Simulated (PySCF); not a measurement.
Worked example: oscillator strength and radiative lifetime

AlHBr2, SMILES [Br][AlH][Br].

Geometry: B3LYP-D3(BJ)/def2-SVP.

TDA-B3LYP/def2-SVPD in PySCF puts the first singlet state with f over 0.02 at 5.92 eV (vertical), with the transition dipole (0.000, 0.385, 0.000) in atomic units.

Q: Find the oscillator strength, the wavelength and the radiative lifetime that this transition would have in vacuum if emission retraced absorption.

A: 
|μ|² = 0.1482 au, so |μ| = 0.98 D. ΔE = 5.92/27.211 = 0.2176 hartree. f = (2/3) ΔE |μ|² = 0.021 (the program prints 0.021).
λ = 1239.84/5.92 = 209 nm; ν = 47748 cm⁻¹.
Einstein's coefficient A = 0.6670 ν² f s⁻¹ (ν in cm⁻¹) = 3.3e7 s⁻¹, so τ = 1/A = 31 ns. This state is S3; the lower singlets have f = 0.000, 0.001. The figure is the radiative limit of this one transition; relaxation, internal conversion, crossing to triplets and a medium change what is measured.
